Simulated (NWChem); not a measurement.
**Correlation energy of H$_{2}$Ge**

```
Ge
H 1 1.6055
H 1 1.6055 2 90.73
```
Charge 0, spin multiplicity 1.

The numbers come from NWChem runs, not from measurements. All single points use one geometry, from B3LYP/def2-SVP, a minimum by its harmonic frequencies.

Basis set: def2-SVP. Each correlation energy counts from its own Hartree-Fock reference.

The Hamiltonian is non-relativistic. The correlated methods keep 9 core orbitals frozen. The structure started from a generated list of species. Coupled-cluster values serve here as a point of comparison, not as the truth.

**Question.** One of these methods gave a correlation energy of -231.5 mHa. Which?
(A) MP2
(B) SCS-MP2
(C) CR-CCSD[T]
(D) CCSD

**Answer.** D, CCSD. The others give -209.7 (SCS-MP2), -237.0 (CR-CCSD[T]), -216.7 (MP2).
